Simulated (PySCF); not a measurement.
## From computed data to an observable: oscillator strength and radiative lifetime

C₄H₆ClF, SMILES CC/C(F)=C/Cl.

Geometry: B3LYP-D3(BJ)/def2-SVP. The structure was generated by enumeration; whether it is a known compound was not checked. One conformer was computed; it need not be the lowest.

TDA-PBE/def2-SVPD (PySCF 2.14.0) puts the first singlet state with f over 0.02 at 6.52 eV (vertical), with the transition dipole (1.071, -0.226, 0.046) in atomic units.

Q: Find the oscillator strength, the wavelength and the radiative lifetime that this transition would have in vacuum if emission retraced absorption.

A: 
|μ|² = 1.2002 au, so |μ| = 2.78 D. ΔE = 6.52/27.211 = 0.2396 hartree. f = (2/3) ΔE |μ|² = 0.192 (the program prints 0.192).
λ = 1239.84/6.52 = 190 nm; ν = 52587 cm⁻¹.
Einstein's coefficient A = 0.6670 ν² f s⁻¹ (ν in cm⁻¹) = 3.5e8 s⁻¹, so τ = 1/A = 2.8 ns. This state is S3; the lower singlets have f = 0.019, 0.019. The figure is the radiative limit of this one transition; relaxation, internal conversion, crossing to triplets and a medium change what is measured.
